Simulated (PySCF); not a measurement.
Several species in one continuum solvent.

Computed with PySCF at CAM-B3LYP/def2-SVPD, non-relativistic, each on one gas-phase PBE0-D3(BJ)/def2-SVP geometry that isn't relaxed in the solvent. The solvent is an IEF-PCM continuum (van der Waals radii × 1.2). Only the electrostatic response of the medium enters.

Task: Order them by E(solvent) − E(gas) in benzene (ε = 2.271), most negative first (kcal/mol).
A. `Clc1ccc(cc1)C([O-])=O`
B. `[CH2:1]=[CH:2]/[CH:3]=[CH:4]/[CH:5]=[CH:6]/[C:7]#[N:8]` with C1–C2–C3–C4 180°, C3–C4–C5–C6 180°
C. `[CH2:1]=[CH:2][C:3]1=[C:4]([CH2:5][C:6]#[N:7])[CH2:8]1` with C1–C2–C3–C4 180°, C3–C4–C5–C6 0°
D. `[CH2:1]=[CH:2]/[CH:3]=[CH:4]/[CH:5]=[CH:6]\[C:7]#[N:8]` with C1–C2–C3–C4 180°, C3–C4–C5–C6 180°
E. `CB(C)c1ccco1`

Result: A (-31.4), B (-3.7), D (-3.5), C (-3.2), E (-1.2).

```json
{"SMILES": "O=C([O-])c1ccc(Cl)cc1", "charge": "-1", "ΔE (kcal/mol)": "-31.4", "polarisation term (kcal/mol)": "-32.3", "HOMO shift (eV)": "-2.56", "dipole gas (D)": "–", "dipole solvent (D)": "–", "atoms": "14", "lowest singlet, gas (eV)": "4.40", "lowest singlet, solvent (eV)": "4.82"}
{"SMILES": "C=C/C=C/C=C/C#N", "charge": "0", "ΔE (kcal/mol)": "-3.7", "polarisation term (kcal/mol)": "-4.1", "HOMO shift (eV)": "+0.13", "dipole gas (D)": "5.49", "dipole solvent (D)": "6.36", "atoms": "15", "lowest singlet, gas (eV)": "4.45", "lowest singlet, solvent (eV)": "4.14"}
{"SMILES": "C=C/C=C/C=C\\C#N", "charge": "0", "ΔE (kcal/mol)": "-3.5", "polarisation term (kcal/mol)": "-3.8", "HOMO shift (eV)": "+0.11", "dipole gas (D)": "4.73", "dipole solvent (D)": "5.51", "atoms": "15", "lowest singlet, gas (eV)": "4.43", "lowest singlet, solvent (eV)": "4.13"}
{"SMILES": "C=CC1=C(CC#N)C1", "charge": "0", "ΔE (kcal/mol)": "-3.2", "polarisation term (kcal/mol)": "-3.6", "HOMO shift (eV)": "+0.13", "dipole gas (D)": "3.36", "dipole solvent (D)": "3.80", "atoms": "15", "lowest singlet, gas (eV)": "5.25", "lowest singlet, solvent (eV)": "5.07"}
{"SMILES": "CB(C)c1ccco1", "charge": "0", "ΔE (kcal/mol)": "-1.2", "polarisation term (kcal/mol)": "-1.3", "HOMO shift (eV)": "+0.03", "dipole gas (D)": "1.15", "dipole solvent (D)": "1.30", "atoms": "17", "lowest singlet, gas (eV)": "5.16", "lowest singlet, solvent (eV)": "5.01"}
```

The ion comes first with 31.4 kcal/mol, the neutral species gain 3.7 at most. The polarisation term is half the interaction of the solute with the induced surface charges. No dipole is given for ions, as it depends on the origin. Singlets are vertical TDDFT energies (frozen core, non-equilibrium response), the lowest in each medium.
